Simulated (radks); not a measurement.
Q: La L, configuration [He] 2s2 2p4 (the NIST ground configuration). Calculated with a radial shooting solver on a logarithmic mesh with Libxc functionals: Dirac Kohn-Sham, PBE, spin-unpolarised, spherical densities, point nucleus; open shells are shared between the two j in proportion to 2j + 1. Some entries of the table are withheld. Estimate them.

| orbital | occ. | eigenvalue (eV) | <1/r> (bohr^-1) |
|---|---|---|---|
| 1s1/2 | 2 | (1) | 62.11 |
| 2s1/2 | 2 | -9762.027 | (2) |
| 2p1/2 | 1.33333 | (3) | (4) |
| 2p3/2 | 2.66667 | (5) | (6) |

A: 
(1) 1s1/2 eigenvalue (eV): -42770.29
(2) 2s1/2 <1/r> (bohr^-1): 15.10
(3) 2p1/2 eigenvalue (eV): -9511.940
(4) 2p1/2 <1/r> (bohr^-1): 15.03
(5) 2p3/2 eigenvalue (eV): -9064.994
(6) 2p3/2 <1/r> (bohr^-1): 13.69
